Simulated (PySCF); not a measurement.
BiI₂, SMILES [Bi+]([I])[I] (connectivity only; charge and spin as stated), charge +1, multiplicity 1.

Geometry: PBE-D3(BJ)/def2-SVP. The spin state was assumed, not searched. The isomer is the one that the SMILES or the coordinates give; other isomers of the formula were not compared. The def2 effective core potentials stand for the cores of Bi, I; spin–orbit coupling is left out.

Method: CAM-B3LYP/def2-TZVPD (PySCF).

Gas-phase values at a fixed geometry.

| Property | Value |
|---|---|
| total energy | -809.83127 hartree |
| point group | C2v |
| highest occupied level | -13.62 eV |
| lowest empty level | -8.59 eV |
| orbital gap | 5.03 eV |
| dipole moment about the centre of nuclear charge | 2.48 D |
| mean static polarisability | 112.9 bohr³ (16.74 Å³) |
| polarisability, principal values | 69.6, 99.7, 169.5 bohr³ |
